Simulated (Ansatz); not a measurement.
**Worked example: C4H10 + C2H8OSi2 → C3H8O + C3H10Si2**

Species: C4H10 `CCCC`, singlet; C2H8OSi2 `O[SiH2]/C=C/[SiH3]`, singlet; C3H8O `CCCO`, singlet; C3H10Si2 `C[SiH2]/C=C/[SiH3]`, singlet. The partners trade CH3 for OH: C–CH3 and Si–OH bonds give way to C–OH and Si–CH3.

Shapes, held fixed at every level: PBE0-D4/def2-TZVP. Flexible molecules stand in one conformer, not always the lowest. Programs: Ansatz 0.2.0. The zero-point and thermal change to 298 K, harmonic and unscaled (PBE0-D4/def2-TZVP), is -1.5 kJ/mol.

At CCSD(T)/CBS estimate; 1 Eh = 2625.50 kJ/mol:

| species | energy (Eh) |
| --- | --- |
| C4H10 | -158.241596 |
| C2H8OSi2 | -734.270799 |
| C3H8O | -194.143418 |
| C3H10Si2 | -698.317641 |

Question: Work out ΔH(298 K) of the reaction at this level.

Answer: 
1. Products less reactants: (-194.143418) + (-698.317641) − [(-158.241596) + (-734.270799)] = 0.051336 Eh = +134.8 kJ/mol.
2. With the thermal change: +134.8 + (-1.5) = +133.3 kJ/mol.

Other levels give +118.8 (PBE-D4/def2-TZVPP) to +134.2 kJ/mol (BHLYP-D4/def2-TZVPP). No measured value is set beside it here. The CBS estimate extrapolates MP2 from def2-TZVPP and def2-QZVPP and adds CCSD(T) − MP2 in the triple-zeta set, cores frozen.
